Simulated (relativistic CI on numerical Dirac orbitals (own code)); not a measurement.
## Sm²⁺: sensitivity of the levels to the model

Base calculation: Dirac-Coulomb-Breit CI, KLI orbitals optimised for each configuration, a model potential for QED, valence Slater integrals scaled by 0.85, P86 correlation energy added to each configuration.

CI space (outside the closed core [Xe]): 4f6, 4f5.5d, 4f5.6s, 4f5.7s, 4f5.6d, 4f5.8s, 4f4.6s2, 4f3.5d.6s2, 4f3.6s2.7s, 4f3.6s2.6d, 4f3.6s2.8s. Double excitations out of closed p, d and f shells are left out; levels of such configurations are missing from the list, as are those of other unlisted configurations, and high levels can miss mixing partners.

The lowest level and the first level of each name with at least 55 % of one term (blank where a level has no safe partner in the second run):

```tsv
Level	Base (cm⁻¹)	Shift (cm⁻¹)
4f6 7F_0	0.0	0.0
4f6 7F_1	293.4	-74.0
4f6 7F_2	816.1	-191.1
4f6 7F_3	1499.3	-324.6
4f6 7F_4	2289.1	-458.4
4f6 7F_5	3147.0	-584.3
4f6 7F_6	4044.7	-697.2
4f5.5d 7K°_4	9230.4	+2127.9
4f5.5d 7K°_5	10271.5	+2207.0
4f5.5d 7K°_6	11451.7	+2289.7
4f5.5d 7K°_7	12746.7	+2372.4
4f5.5d 7H°_2	13342.9	+2177.6
4f5.5d 7I°_3	13842.5	+2217.6
4f5.5d 7K°_8	14137.5	+2453.3
```

For a near-neutral ion this model can misplace configurations by up to about 10,000 cm⁻¹ (more where the count of f electrons changes) and terms by 10 to 25 % of their spread. Rates follow the energies as ν³ (E1, M1) or ν⁵ (E2), so they and the lifetimes can be off by large factors. The fine structure of a lone outer electron comes out too small, for d and f at times inverted, and misplaced configurations move strength between like terms. 22 of the 27 excited levels that our extract of the measured tables holds in this range could be paired (the sources list more); they are missed by 9204 cm⁻¹ on average and 13959 at most, and levels without a partner can miss by more.

Question: One thing was changed in a second run, which moved the levels as shown. Which?
A. valence Slater integrals scaled by 0.75
B. one mean potential for all configurations
C. QED terms removed
D. no correlation estimate
E. configuration mixing switched off
F. Breit term removed

Answer: B. One mean potential for all configurations. One potential for all configurations removes the relaxation of the orbitals, which moves whole configurations and changes the integrals a little.

LS names give the leading component of a level, which can be under half, so a name can repeat, a term be missing and a line seem to break the LS rules.
